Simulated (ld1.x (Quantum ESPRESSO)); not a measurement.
**An all-electron radial function and its pseudo partner (selenium (Se))**

Columns: radius, all-electron u(r) and pseudo u(r) of the 4s shell (level -17.29 eV) of selenium in the configuration [Ar] 3d10 4s2 4p4; PBE, scalar-relativistic, PAW scheme, ld1.x (Quantum ESPRESSO) 7.5.

```csv
r (bohr),all-electron,pseudo
0.100,-0.2050,-0.0830
0.200,-0.1126,-0.1653
0.300,0.2265,-0.2465
0.400,0.3951,-0.3259
0.500,0.3620,-0.4026
0.600,0.2062,-0.4760
0.700,0.0013,-0.5452
0.800,-0.2056,-0.6093
0.900,-0.3899,-0.6673
1.000,-0.5413,-0.7183
1.100,-0.6576,-0.7613
1.200,-0.7410,-0.7954
1.300,-0.7956,-0.8199
1.400,-0.8259,-0.8342
1.500,-0.8362,-0.8379
1.600,-0.8306,-0.8306
1.700,-0.8126,-0.8126
1.800,-0.7854,-0.7854
1.900,-0.7516,-0.7516
2.000,-0.7133,-0.7133
2.100,-0.6723,-0.6723
2.200,-0.6300,-0.6300
2.300,-0.5874,-0.5874
2.400,-0.5453,-0.5453
2.500,-0.5044,-0.5044
2.600,-0.4650,-0.4650
```

Task: How many radial nodes do the two functions have?

Result: The all-electron 4s function has n − l − 1 = 3 (the table is too coarse to show those close to the nucleus); the pseudo-wave has 0, since the states of the same l below it are removed with the core.

Task: At about which radius was the pseudo-wave matched?

Result: 1.65 bohr, where the columns begin to agree (steps of 0.10 bohr).

Task: Is the pseudo-wave norm-conserving?

Result: No, it belongs to a PAW set: the norm inside the radius is not constrained, and the difference is carried by the augmentation charge.
